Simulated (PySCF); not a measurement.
SMILES [CH2]C(C)CC(C)O (C6H13O), doublet, GFN2-xTB optimised geometry.

```
20

C     -1.26    -1.45     1.26
C      0.22    -1.45     1.21
C      0.84    -0.98     2.52
C      0.73    -0.64     0.00
C      0.26     0.81     0.00
C      0.24     1.39    -1.42
O      1.13     1.56     0.83
H     -1.83    -1.65     0.37
H     -1.78    -1.29     2.18
H      0.56    -2.49     1.03
H      0.47    -1.58     3.35
H      1.92    -1.06     2.48
H      0.58     0.06     2.70
H      1.83    -0.64     0.00
H      0.39    -1.12    -0.91
H     -0.76     0.84     0.42
H     -0.07     2.43    -1.40
H     -0.46     0.83    -2.04
H      1.23     1.33    -1.86
H      0.90     2.49     0.76
```

Density from unrestricted B3LYP/def2-SVP run with PySCF 2.14.0 at that geometry.

Minimum of the electron density along straight lines between bonded atoms, close to the bond critical point (lines longer than 1.1 times the sum of covalent radii, or with two minima, are not listed):

| bond | length / Å | ρ at the minimum / e bohr⁻³ | ∇²ρ there / e bohr⁻⁵ | position (fraction from the first atom) |
|---|---|---|---|---|
| C1–C2 | 1.475 | 0.269 | -0.64 | 0.51 |
| C2–C3 | 1.527 | 0.245 | -0.56 | 0.50 |
| C2–C4 | 1.545 | 0.237 | -0.53 | 0.50 |
| C4–C5 | 1.533 | 0.249 | -0.59 | 0.49 |
| C5–C6 | 1.529 | 0.249 | -0.59 | 0.50 |
| C5–O7 | 1.415 | 0.257 | -0.46 | 0.35 |
| C1–H8 | 1.073 | 0.284 | -1.07 | 0.63 |
| C1–H9 | 1.072 | 0.285 | -1.08 | 0.63 |
| C2–H10 | 1.106 | 0.267 | -0.92 | 0.62 |
| C3–H11 | 1.088 | 0.277 | -1.01 | 0.62 |
| C3–H12 | 1.087 | 0.278 | -1.02 | 0.62 |
| C3–H13 | 1.085 | 0.280 | -1.05 | 0.63 |
| C4–H14 | 1.090 | 0.278 | -1.02 | 0.63 |
| C4–H15 | 1.091 | 0.277 | -1.00 | 0.62 |
| C5–H16 | 1.105 | 0.278 | -1.02 | 0.63 |
| C6–H17 | 1.090 | 0.275 | -0.99 | 0.62 |
| C6–H18 | 1.086 | 0.277 | -1.02 | 0.62 |
| C6–H19 | 1.088 | 0.277 | -1.02 | 0.63 |
| O7–H20 | 0.963 | 0.358 | -2.20 | 0.81 |
